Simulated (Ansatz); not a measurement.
Mg oxide hydroxide: PBE-D4/def2-TZVP single points in Ansatz on relaxed structures, gas phase. Each cluster is the lowest isomer that a short search found in that spin, judged at the geometry's level, and lower ones may exist. Binding counts from free atoms in the multiplicity of their measured ground term, without zero-point energy. A dash marks a value that wasn't run or was left out as unsound. The structures are stationary points that may keep the symmetry of their start. Remarks come from the PBE and PBE0 runs and from stability tests at other levels; not every state was tested. HOMO above LUMO (over both spins in singlets and doublets, within one spin in higher multiplets; at PBE or PBE0), or a gap under 0.15 eV within one spin, warns that the state may not be the lowest or that an electron is smeared out.

```
                   species  atoms    state            geometry  HOMO (eV)  LUMO (eV)  gap (eV)  vertical IE (eV)  vertical triplet (eV)  binding per atom (eV)  point group (within 0.1 Å)                                                                                                                                                                         remarks
                    MgO2H2      5  singlet  B3LYP-D4/def2-TZVP      -6.23      -1.79      4.44              9.71                   4.53                   3.46                           –                                                               gap within one spin near zero at PBE or PBE0 (+1 doublet), gap within one spin near zero at PBE or PBE0 (triplet)
                   Mg2O3H2      7  singlet  r2SCAN-D4/def2-SVP      -3.95      -2.84      1.11              7.26                   1.59                   3.36                         C2v                                                                                                                                                                               –
Mg4O7H6 (with an O–O bond)     17  singlet    PBE0-D4/def2-SVP      -5.38      -2.08      3.31                 –                   3.57                   3.68                           –  restricted SCF unstable in HF, gap within one spin near zero at PBE or PBE0 (+1 doublet), HOMO above LUMO (+1 doublet), gap within one spin near zero at PBE or PBE0 (triplet)
```

The gap (eV) runs from 1.11 (Mg2O3H2) to 4.44 (MgO2H2). The vertical triplet (eV) runs from 1.59 (Mg2O3H2) to 4.53 (MgO2H2). The binding per atom (eV) runs from 3.36 (Mg2O3H2) to 3.68 (Mg4O7H6 (with an O–O bond)).
